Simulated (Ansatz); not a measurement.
V2O7H4, relaxed as a singlet with RKS PBE-D4/def2-SVP in Ansatz, starting from the GFN1-xTB geometry. Force threshold 0.02 eV/Å.

The structure holds 2 bonds between oxygen atoms, so isomers without such links may lie far lower. The restricted singlet is unstable towards broken spin symmetry in Hartree–Fock (as tested in another run); at PBE-D4/def2-SVP this wasn't settled. The relaxation made no stability test and no search for a lower SCF solution. No other spin state of charge 0 was run. Another isomer (singlet) lies 3.67 eV lower at PBE0-D4/def2-TZVP; other spin states weren't run for this one.

Start:

```xyz
13

V     0.2835    1.8686   -0.5668
V    -0.6325   -1.6308    0.7682
O     0.5053    2.1475   -2.2244
O     0.9782    1.3302    0.8184
O     0.3044   -1.1015    1.8744
O    -1.1508    0.8617   -0.5391
O     1.1349    1.1226   -1.7686
O    -1.1447   -0.3867   -0.1573
O     0.0661   -2.7503   -0.2149
H    -1.8918   -2.2820    1.4774
H     0.6780   -3.2526   -0.7494
H    -0.2621    3.3587   -0.2661
H     1.1315    0.7145    1.5482
```

| step | energy (eV) | largest force component (eV/Å) | SCF passes |
| --- | --- | --- | --- |
| 1 | -65725.6920 | 8.235 | 31 |
| 2 | -65727.1782 | 3.333 | 36 |
| 3 | -65727.6317 | 0.514 | 36 |
| 4 | -65727.7291 | 1.150 | 36 |
| 5 | -65727.8037 | 1.301 | 35 |
| 6 | -65727.9030 | 0.914 | 34 |
| 7 | -65727.9781 | 0.692 | 35 |
| 8 | -65728.0549 | 1.360 | 34 |
| 9 | -65728.1103 | 0.933 | 27 |
| 10 | -65728.1673 | 0.600 | 33 |
| 11 | -65728.1984 | 0.326 | 35 |
| 13 | -65728.2668 | 0.395 | 33 |
| 15 | -65728.3210 | 0.433 | 27 |
| 17 | -65728.3473 | 0.108 | 28 |
| 19 | -65728.3766 | 0.289 | 33 |
| 21 | -65728.5320 | 0.475 | 33 |
| 23 | -65728.6703 | 0.489 | 34 |
| 25 | -65728.7182 | 0.342 | 27 |
| 27 | -65728.7289 | 0.089 | 27 |
| 29 | -65728.7314 | 0.089 | 28 |
| 31 | -65728.7331 | 0.083 | 26 |
| 33 | -65728.7338 | 0.047 | 27 |
| 35 | -65728.7341 | 0.018 | 29 |

Force components are those of the run's own axes.

End:

```xyz
13

V     0.1947    1.5087   -0.6317
V    -0.3639   -1.4594    0.4174
O    -0.0048    3.0653   -1.4789
O     1.4163    1.4996    0.5942
O     0.7147   -1.0735    1.5031
O    -1.0951    0.1229   -0.6484
O     0.8028    2.1379   -2.1993
O     0.1191   -0.5365   -1.1879
O    -0.5518   -3.1781    0.1948
H    -1.6780   -1.1353    1.3002
H    -0.1192   -3.8792    0.7201
H    -0.9393    2.2341    0.2557
H     1.5045    0.6933    1.1606
```

Bonds formed: V2–O6 (atoms count from 1). Metal–metal contacts that move far: V1–V2 3.86 to 3.20 Å.

No frequencies were taken in this run, so the end may be a saddle point.

Run time 2.2 min (4 threads of Intel Xeon Platinum 8175M on a shared host).
